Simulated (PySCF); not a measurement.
## SMILES CSC(F)=C=CF, C4H4F2S

Geometry:
| atom | x (Å) | y (Å) | z (Å) |
| --- | --- | --- | --- |
| C1 | -1.689 | -0.442 | 0.417 |
| S2 | -1.550 | 0.377 | -1.180 |
| C3 | 0.192 | 0.588 | -1.258 |
| F4 | 0.522 | 1.242 | -2.369 |
| C5 | 1.083 | 0.186 | -0.382 |
| C6 | 1.931 | -0.266 | 0.503 |
| F7 | 2.315 | 0.424 | 1.578 |
| H8 | -2.762 | -0.608 | 0.581 |
| H9 | -1.165 | -1.407 | 0.410 |
| H10 | -1.286 | 0.196 | 1.217 |
| H11 | 2.414 | -1.250 | 0.461 |

Method: PySCF 2.14.0, TDDFT CAM-B3LYP/def2-TZVPD circular dichroism and optical rotation, one conformer, gas phase. Geometry: PBE0-D3(BJ)/def2-SVP.

No stereocentre is labelled: unless the shape is locked (an allene, a helicene, a hindered biaryl), the mirror image is equally populated and a measured rotation or CD is zero.

Q: Draw the ECD and absorption spectra from the lowest 12 states, each a Gaussian of half-width 0.35 eV at 1/e height.

A: 
| E (eV) | λ (nm) | Δε (L mol⁻¹ cm⁻¹) | ε (L mol⁻¹ cm⁻¹) |
| --- | --- | --- | --- |
| 3.97 | 312 | +0.01 | 3.13 |
| 4.12 | 301 | +0.04 | 8.85 |
| 4.27 | 290 | +0.07 | 17.4 |
| 4.42 | 280 | +0.10 | 23.6 |
| 4.57 | 271 | +0.09 | 22.6 |
| 4.72 | 263 | +0.03 | 19.1 |
| 4.87 | 255 | -0.19 | 46.6 |
| 5.02 | 247 | -1.06 | 241 |
| 5.17 | 240 | -3.56 | 994 |
| 5.32 | 233 | -7.66 | 2870 |
| 5.47 | 227 | -10.02 | 5790 |
| 5.62 | 221 | -6.41 | 8140 |
| 5.77 | 215 | +1.28 | 8010 |
| 5.92 | 209 | +6.16 | 5600 |
| 6.07 | 204 | +5.65 | 3000 |
| 6.22 | 199 | +2.50 | 2030 |
| 6.37 | 195 | -1.41 | 3800 |
| 6.52 | 190 | -6.01 | 9350 |
| 6.67 | 186 | -9.33 | 17800 |
| 6.82 | 182 | -7.03 | 24100 |
| 6.97 | 178 | +1.56 | 23400 |
| 7.12 | 174 | +9.25 | 17300 |
| 7.27 | 171 | +7.91 | 11300 |
| 7.42 | 167 | -1.81 | 8000 |

Δε uses R in velocity form, ε uses f in length form. Only the states computed contribute, so the short-wavelength end is incomplete.
